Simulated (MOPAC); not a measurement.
MOPAC input (PM3):

```
PM3 PRECISE GNORM=0.05 LET XYZ UHF MS=0.5 GEO-OK AUX(PRECISION=9) THREADS=1
CH5BNO2

C     1.90359200 1    0.42503800 1   -0.27328600 1
N     0.69711300 1    0.61282000 1    0.45872700 1
B    -0.50893500 1   -0.09882300 1    0.10302800 1
O    -0.47964900 1   -1.45848400 1   -0.04558300 1
O    -1.70198500 1    0.56803100 1   -0.02987900 1
H     2.76544700 1    0.85238400 1    0.24244700 1
H     2.08366700 1   -0.64140500 1   -0.47253200 1
H     1.82991600 1    0.89857700 1   -1.26527000 1
H    -1.35794400 1   -1.83759200 1   -0.16022300 1
H    -1.62467900 1    1.50580600 1    0.17276600 1
```

Output:

```
 *******************************************************************************
 **                                                                           **
 **                              MOPAC v23.2.5                                **
 **                                                                           **
 *******************************************************************************
 ** MOPAC's Digital Object Identifier: https://doi.org/10.5281/zenodo.6511958 **
 **                                                                           **
 ** Please cite the open-source release paper for use of this MOPAC version:  **
 ** J. E. Moussa and J. J. P. Stewart (2026)                                  **
 ** MOPAC: An open-source semiempirical molecular orbital program             **
 ** J. Open Source Softw., 11(119), 8025, https://doi.org/10.21105/joss.08025 **
 *******************************************************************************

                              PM3 CALCULATION RESULTS

 *******************************************************************************
 *  PM3        - The PM3 Hamiltonian to be used
 *  GEO-OK     - OVERRIDE INTERATOMIC DISTANCE AND OTHER SAFETY CHECKS
 *  UHF        - UNRESTRICTED HARTREE-FOCK CALCULATION
 *  MS=        - IN MECI, MAGNETIC COMPONENT OF SPIN =  0.5
 *  LET        - OVERRIDE SOME SAFETY CHECKS
 *  PRECISE    - TIGHTER CRITERIA TO BE USED
 *  XYZ        - CARTESIAN COORDINATE SYSTEM TO BE USED
 *  GNORM      - EXIT WHEN GRADIENT NORM DROPS BELOW 0.050
 *  AUX        - OUTPUT AUXILIARY INFORMATION
 *******************************************************************************
PM3 PRECISE GNORM=0.05 LET XYZ UHF MS=0.5 GEO-OK AUX(PRECISION=9) THREADS=1
 CH5BNO2

   ATOM   CHEMICAL          X               Y               Z
  NUMBER   SYMBOL      (ANGSTROMS)     (ANGSTROMS)     (ANGSTROMS)

     1       C          1.90359200  *   0.42503800  *  -0.27328600  *
     2       N          0.69711300  *   0.61282000  *   0.45872700  *
     3       B         -0.50893500  *  -0.09882300  *   0.10302800  *
     4       O         -0.47964900  *  -1.45848400  *  -0.04558300  *
     5       O         -1.70198500  *   0.56803100  *  -0.02987900  *
     6       H          2.76544700  *   0.85238400  *   0.24244700  *
     7       H          2.08366700  *  -0.64140500  *  -0.47253200  *
     8       H          1.82991600  *   0.89857700  *  -1.26527000  *
     9       H         -1.35794400  *  -1.83759200  *  -0.16022300  *
    10       H         -1.62467900  *   1.50580600  *   0.17276600  *

          CARTESIAN COORDINATES

    NO.       ATOM           X           Y           Z

     1         C          1.9036      0.4250     -0.2733
     2         N          0.6971      0.6128      0.4587
     3         B         -0.5089     -0.0988      0.1030
     4         O         -0.4796     -1.4585     -0.0456
     5         O         -1.7020      0.5680     -0.0299
     6         H          2.7654      0.8524      0.2424
     7         H          2.0837     -0.6414     -0.4725
     8         H          1.8299      0.8986     -1.2653
     9         H         -1.3579     -1.8376     -0.1602
    10         H         -1.6247      1.5058      0.1728

  H: (PM3): J. J. P. STEWART, J. COMP. CHEM. 10, 209 (1989).
  B: (PM3): J. J. P. STEWART, J. MOL. MOD., 10, 155-164 (2004)
  C: (PM3): J. J. P. STEWART, J. COMP. CHEM. 10, 209 (1989).
  N: (PM3): J. J. P. STEWART, J. COMP. CHEM. 10, 209 (1989).
  O: (PM3): J. J. P. STEWART, J. COMP. CHEM. 10, 209 (1989).

           Empirical Formula: C H5 N O2 B  =    10 atoms

      MOLECULAR POINT GROUP   :   C1

          UHF CALCULATION, NO. OF ALPHA ELECTRONS =   15
                           NO. OF BETA  ELECTRONS =   14

          Geometry optimization using EF

          DIAGONAL MATRIX USED AS START HESSIAN

 CYCLE:     1  GRAD.:    69.964 HEAT: -138.7753
 CYCLE:     2  GRAD.:   331.242 HEAT: -120.6898
 CYCLE:     3  GRAD.:   165.387 HEAT: -129.5082
 CYCLE:     4  GRAD.:   151.319 HEAT: -134.4512
 CYCLE:     5  GRAD.:   228.840 HEAT: -128.2655
 CYCLE:     6  GRAD.:   251.981 HEAT: -127.5761
 CYCLE:     7  GRAD.:   128.906 HEAT: -134.6455
 CYCLE:     8  GRAD.:   238.650 HEAT: -126.6532
 CYCLE:     9  GRAD.:   224.519 HEAT: -128.2111
 CYCLE:    10  GRAD.:   133.124 HEAT: -136.7574
 CYCLE:    11  GRAD.:   190.345 HEAT: -126.9701
 CYCLE:    12  GRAD.:   125.536 HEAT: -136.2521
 CYCLE:    13  GRAD.:   177.408 HEAT: -134.3473
 CYCLE:    14  GRAD.:   243.496 HEAT: -129.1276
 CYCLE:    15  GRAD.:   159.624 HEAT: -131.9889
 CYCLE:    16  GRAD.:   123.328 HEAT: -137.2176
 CYCLE:    17  GRAD.:   274.286 HEAT: -125.2100
 CYCLE:    18  GRAD.:   110.204 HEAT: -137.1111
 CYCLE:    19  GRAD.:   177.889 HEAT: -131.1414
 CYCLE:    20  GRAD.:    24.973 HEAT: -141.8055
 CYCLE:    21  GRAD.:    14.257 HEAT: -141.9578
 CYCLE:    22  GRAD.:     2.788 HEAT: -142.0579
 CYCLE:    23  GRAD.:     1.982 HEAT: -142.0718
 CYCLE:    24  GRAD.:     4.661 HEAT: -142.1066
 CYCLE:    25  GRAD.:     5.153 HEAT: -142.1449
 CYCLE:    26  GRAD.:     2.099 HEAT: -142.1711
 CYCLE:    27  GRAD.:     2.304 HEAT: -142.1847
 CYCLE:    28  GRAD.:     4.140 HEAT: -142.2053
 CYCLE:    29  GRAD.:     4.171 HEAT: -142.2231
 CYCLE:    30  GRAD.:     1.690 HEAT: -142.2425
 CYCLE:    31  GRAD.:     1.576 HEAT: -142.2515
 CYCLE:    32  GRAD.:     2.572 HEAT: -142.2685
 CYCLE:    33  GRAD.:     2.201 HEAT: -142.2820
 CYCLE:    34  GRAD.:     3.015 HEAT: -142.2915
 CYCLE:    35  GRAD.:     2.751 HEAT: -142.2965
 CYCLE:    36  GRAD.:     0.928 HEAT: -142.3005
 CYCLE:    37  GRAD.:     0.391 HEAT: -142.3026
 CYCLE:    38  GRAD.:     0.732 HEAT: -142.3039
 CYCLE:    39  GRAD.:     0.422 HEAT: -142.3045
 CYCLE:    40  GRAD.:     0.507 HEAT: -142.3056
 CYCLE:    41  GRAD.:     0.744 HEAT: -142.3069
 CYCLE:    42  GRAD.:     1.241 HEAT: -142.3097
 CYCLE:    43  GRAD.:     1.714 HEAT: -142.3179
 CYCLE:    44  GRAD.:    18.227 HEAT: -142.1298
 CYCLE:    45  GRAD.:     1.948 HEAT: -142.3247
 CYCLE:    46  GRAD.:     1.263 HEAT: -142.3293
 CYCLE:    47  GRAD.:     6.057 HEAT: -142.3433
 CYCLE:    48  GRAD.:     2.200 HEAT: -142.3526
 CYCLE:    49  GRAD.:     2.418 HEAT: -142.3666
 CYCLE:    50  GRAD.:     3.672 HEAT: -142.3809
 CYCLE:    51  GRAD.:     3.086 HEAT: -142.3939
 CYCLE:    52  GRAD.:     2.411 HEAT: -142.4110
 CYCLE:    53  GRAD.:     1.707 HEAT: -142.4212
 CYCLE:    54  GRAD.:    11.006 HEAT: -142.3796
 CYCLE:    55  GRAD.:     3.522 HEAT: -142.4320
 CYCLE:    56  GRAD.:     1.583 HEAT: -142.4416
 CYCLE:    57  GRAD.:     2.135 HEAT: -142.4480
 CYCLE:    58  GRAD.:     1.667 HEAT: -142.4523
 CYCLE:    59  GRAD.:     2.700 HEAT: -142.4606
 CYCLE:    60  GRAD.:     2.114 HEAT: -142.4657
 CYCLE:    61  GRAD.:     9.493 HEAT: -142.4197
 CYCLE:    62  GRAD.:     0.415 HEAT: -142.4679
 CYCLE:    63  GRAD.:     0.779 HEAT: -142.4687
 CYCLE:    64  GRAD.:     0.649 HEAT: -142.4694
 CYCLE:    65  GRAD.:     1.884 HEAT: -142.4690
 CYCLE:    66  GRAD.:     3.084 HEAT: -142.4649
 CYCLE:    67  GRAD.:     0.202 HEAT: -142.4689
 CYCLE:    68  GRAD.:     0.284 HEAT: -142.4702
 CYCLE:    69  GRAD.:     0.185 HEAT: -142.4702
 CYCLE:    70  GRAD.:     0.145 HEAT: -142.4703
 CYCLE:    71  GRAD.:     0.115 HEAT: -142.4703
 CYCLE:    72  GRAD.:     0.065 HEAT: -142.4703
 CYCLE:    73  GRAD.:     0.049 HEAT: -142.4703

     GRADIENT =  0.04879 IS LESS THAN CUTOFF =  0.05000

 -------------------------------------------------------------------------------
 PM3 PRECISE GNORM=0.05 LET XYZ UHF MS=0.5 GEO-OK AUX(PRECISION=9) THREADS=1
 CH5BNO2

     GEOMETRY OPTIMISED USING EIGENVECTOR FOLLOWING (EF).
     SCF FIELD WAS ACHIEVED

                              PM3 CALCULATION
                                                       MOPAC v23.2.5 Linux

          FINAL HEAT OF FORMATION =       -142.47028 KCAL/MOL =    -596.09567 KJ/MOL

          COSMO AREA              =        110.66 SQUARE ANGSTROMS
          COSMO VOLUME            =         92.83 CUBIC ANGSTROMS

          GRADIENT NORM           =          0.04879          =       0.01543 PER ATOM
          IONIZATION POTENTIAL    =          9.820099 EV
          ALPHA SOMO LUMO (EV)    =        -10.262  1.669
          BETA  SOMO LUMO (EV)    =         -9.820 -0.291
          NO. OF ALPHA ELECTRONS  =         15
          NO. OF BETA  ELECTRONS  =         14
          MOLECULAR WEIGHT        =         73.8660         POINT GROUP:  C1

          MOLECULAR DIMENSIONS (Angstroms)

            Atom       Atom       Distance
            H     9    H     6     5.16910
            H    10    H     7     4.11645
            N     2    H     8     1.88178

          SCF CALCULATIONS        =         74

   ATOM   CHEMICAL          X               Y               Z
  NUMBER   SYMBOL      (ANGSTROMS)     (ANGSTROMS)     (ANGSTROMS)

     1       C          1.97288549  *   0.50677459  *  -0.30604234  *
     2       N          0.82111172  *   0.38281191  *   0.50867552  *
     3       B         -0.51593429  *  -0.12538108  *   0.09216922  *
     4       O         -0.67308217  *  -1.47341334  *  -0.10545548  *
     5       O         -1.68597436  *   0.60009589  *   0.02689523  *
     6       H          2.48168729  *   1.44311704  *  -0.03741697  *
     7       H          2.63912885  *  -0.33169166  *  -0.05110893  *
     8       H          1.79314989  *   0.49546329  *  -1.38976675  *
     9       H         -1.56760225  *  -1.76513661  *  -0.21051350  *
    10       H         -1.62160051  *   1.52999837  *   0.18077678  *

                             CARTESIAN COORDINATES

   1    C        1.972885487     0.506774594    -0.306042338
   2    N        0.821111724     0.382811905     0.508675520
   3    B       -0.515934293    -0.125381077     0.092169217
   4    O       -0.673082166    -1.473413340    -0.105455485
   5    O       -1.685974363     0.600095887     0.026895230
   6    H        2.481687291     1.443117038    -0.037416969
   7    H        2.639128847    -0.331691664    -0.051108931
   8    H        1.793149894     0.495463287    -1.389766745
   9    H       -1.567602251    -1.765136612    -0.210513502
  10    H       -1.621600510     1.529998370     0.180776783

           Empirical Formula: C H5 N O2 B  =    10 atoms

      MOLECULAR POINT GROUP   :   C1

          ALPHA EIGENVALUES
 -38.78365 -37.80110 -32.73261 -23.65151 -19.91733 -18.39592 -16.93954 -16.12434
 -15.09472 -14.51837 -13.91266 -13.31280 -12.29602 -10.42308 -10.26181   1.66893
   2.13587   3.28437   3.60320   3.85814   4.03580   4.06343   5.27074   5.55683
   5.89804

           BETA EIGENVALUES
 -38.77710 -37.79111 -32.51514 -23.37631 -19.82061 -18.21247 -16.77225 -15.99792
 -14.61123 -14.31572 -13.81687 -13.16139 -12.25740  -9.82010  -0.29082   1.71046
   2.33384   3.36406   3.65904   3.94801   4.12032   4.37586   5.43977   5.66230
   6.00749

              NET ATOMIC CHARGES AND DIPOLE CONTRIBUTIONS

  ATOM NO.   TYPE          CHARGE      No. of ELECS.   s-Pop       p-Pop
    1          C          -0.041347        4.0413     1.13179     2.90956
    2          N          -0.036665        5.0367     1.57160     3.46507
    3          B          -0.076541        3.0765     1.03226     2.04428
    4          O          -0.198850        6.1989     1.70855     4.49030
    5          O          -0.244265        6.2443     1.71485     4.52941
    6          H           0.055103        0.9449     0.94490
    7          H           0.068968        0.9310     0.93103
    8          H           0.034019        0.9660     0.96598
    9          H           0.219443        0.7806     0.78056
   10          H           0.220136        0.7799     0.77986
 DIPOLE           X         Y         Z       TOTAL
 POINT-CHG.     0.731     0.692    -0.278     1.044
 HYBRID        -0.638     0.206    -0.853     1.085
 SUM            0.093     0.897    -1.132     1.447

          ATOMIC ORBITAL ELECTRON POPULATIONS

     Atom    s        px        py        pz
    1  C   1.13179   0.93937   1.00368   0.96651
    2  N   1.57160   1.00728   1.04685   1.41094
    3  B   1.03226   0.76212   0.70635   0.57582
    4  O   1.70855   1.36458   1.37537   1.75035
    5  O   1.71485   1.50005   1.26343   1.76593
    6  H   0.94490
    7  H   0.93103
    8  H   0.96598
    9  H   0.78056
   10  H   0.77986

                    (SZ)    =    0.500000
                    (S**2)  =    0.754922

          ATOMIC ORBITAL SPIN POPULATIONS

    Atom   Total    s     px     py     pz
         Atomic
    1  C -0.0714 -0.009 -0.026 -0.024 -0.013
    2  N  0.9510  0.020  0.092  0.787  0.052
    3  B -0.0461 -0.013 -0.018 -0.009 -0.007
    4  O  0.0241  0.001  0.001  0.016  0.006
    5  O  0.0270  0.000  0.026  0.001 -0.000
    6  H  0.0361  0.036
    7  H  0.0728  0.073
    8  H  0.0089  0.009
    9  H -0.0010 -0.001
   10  H -0.0015 -0.001

 **********************
 *                    *
 * JOB ENDED NORMALLY *
 *                    *
 **********************

 == MOPAC DONE ==
```

The geometry given is a B3LYP-D3(BJ)/def2-TZVP minimum.
